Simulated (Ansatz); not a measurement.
`O[SiH](F)[S][GeH3]`, relaxed with RKS PBE-D4/def2-SVP in Ansatz 0.2.0 from a rough embedded geometry. The force threshold is 0.03 eV/Å; the program also tests the step.

Charge 0, multiplicity 1.

Start:

```xyz
10

O     0.220    0.372   -1.883
Si    1.262   -0.031   -0.601
F     1.502    1.403    0.396
S     0.455   -1.588    0.585
Ge   -1.339   -0.430    1.173
H     0.643    1.109   -2.394
H     2.537   -0.442   -1.148
H    -0.906    0.868    1.911
H    -2.257   -1.285    2.080
H    -2.119    0.024   -0.119
```

Problem. How much energy does the relaxation release, and in how many steps? (Best estimate.)

Solution. The calculation gave: 37.06 kJ/mol, in 14 steps.

Problem. Which bonds change most? (An estimate is asked.)

Solution. Ansatz gave: Si2–F3 from 1.763 to 1.640 Å; S4–Ge5 from 2.215 to 2.271 Å; Si2–H7 from 1.447 to 1.494 Å; Ge5–H10 from 1.576 to 1.545 Å.

Problem. Give the relaxed structure. (An estimate is asked.)

Solution. The calculation gave: 
```xyz
10

O     0.201    0.628   -1.492
Si    1.419   -0.056   -0.571
F     2.140    1.167    0.249
S     0.514   -1.483    0.713
Ge   -1.470   -0.415    0.999
H     0.376    1.529   -1.818
H     2.494   -0.721   -1.367
H    -1.227    1.087    1.279
H    -2.072   -1.110    2.245
H    -2.374   -0.625   -0.237
```
